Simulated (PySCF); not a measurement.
Match the calculated data to a structure.

| technique | computed result |
| --- | --- |
| Triplet | lowest triplet excitation (Tamm–Dancoff): 2.52 eV [TDA CAM-B3LYP/def2-SVPD] |
| Dipole | 2.72 D [CAM-B3LYP/def2-SVPD] |
| Rotational structure | rotational constants A, B, C: 5.890, 1.639, 1.282 GHz [GFN2-xTB] |
| 13C NMR | chemical shifts (computed TMS as zero) by class: 202.3 (1 C), 155.9 (1 C), 152.5 (1 C), 119.3 (1 C) ppm [GIAO PBE0/pcSseg-1] |
| UV, strongest line | among the 8 lowest singlet transitions: S8 at 6.20 eV (200 nm, f = 0.138) [TDDFT CAM-B3LYP/def2-SVPD] |
| 1H NMR | chemical shifts (computed TMS as zero) by class: 10.70 (1 H), 9.75 (1 H), 7.89 (1 H) ppm [GIAO PBE0/pcSseg-1] |
| Polarisability | 66.2 au [CAM-B3LYP/def2-SVPD] |

Electronic properties: PySCF, gas phase, density fitting. Levels stand in brackets. The structure is a single GFN2-xTB conformer in the gas phase; no vibrational or solvent corrections. Each NMR value is the plain mean over a class of atoms that symmetry, rotation or inversion makes alike.

Question: Which candidate is it?
A. `CC(C)(C)C(N)=O`
B. `O=Cn1cccc1`
C. `C#Cc1cnn[nH]1`
D. `O=Cc1ccnnn1`

Answer: D. It is `O=Cc1ccnnn1`. Numbering: `[O:1]=[CH:2][c:3]1[cH:4][cH:5][n:6][n:7][n:8]1`. Its formula, C4H3N3O, gives 5 degrees of unsaturation: 1 ring and 4 π bonds in the structure found (Kekulé form). 4 carbons fall into 4 classes; from least to most shielded: aldehyde carbon [C2] (202.3 ppm), aromatic CH next to a ring nitrogen [C5] (155.9 ppm), substituted aromatic carbon [C3] (152.5 ppm), aromatic CH carbon [C4] (119.3 ppm). Hydrogen classes from least to most shielded: 1 H on an aldehyde carbon, C2 (10.70 ppm), 1 H on an aromatic CH next to a ring nitrogen, C5 (9.75 ppm), 1 H on an aromatic CH carbon, C4 (7.89 ppm). The optimised geometry has point group Cs and is an asymmetric top.

The others, at the same levels:
- `C#Cc1cnn[nH]1` fails: its computed 13C shifts are 142.4 (1 C), 125.1 (1 C), 100.0 (1 C), 74.5 (1 C) ppm, 1H shifts are 11.19 (1 H), 8.01 (1 H), 3.51 (1 H) ppm and rotational constant A is 10.056 GHz (against 5.890 GHz).
- `CC(C)(C)C(N)=O` fails: it has 11 hydrogens where the 1H data count 3; its computed 13C shifts are 179.2 (1 C), 39.5 (1 C), 30.0 (3 C) ppm, 1H shifts are 4.90 (1 H), 4.55 (1 H), 1.14 (9 H) ppm and rotational constant A is 3.306 GHz (against 5.890 GHz).
- `O=Cn1cccc1` fails: it has 5 hydrogens where the 1H data count 3; its computed 13C shifts are 162.1 (1 C), 123.1 (2 C), 120.5 (2 C) ppm, 1H shifts are 8.90 (1 H), 7.27 (2 H), 6.64 (2 H) ppm and rotational constant A is 8.185 GHz (against 5.890 GHz).

Each candidate is one conformer, not necessarily the lowest. The conformers computed, where there is a choice (atom-mapped SMILES and torsion angles):
- `[O:1]=[CH:2][c:3]1[cH:4][cH:5][n:6][n:7][n:8]1`: O1–C2–C3–C4 0°
- `[CH3:1][C:2]([CH3:3])([CH3:4])[C:5]([NH2:6])=[O:7]`: C1–C2–C5–N6 -61°, H–N6–C5–C2 180°, H–N6–C5–C2 0°
- `[O:1]=[CH:2][n:3]1[cH:4][cH:5][cH:6][cH:7]1`: O1–C2–N3–C4 180°
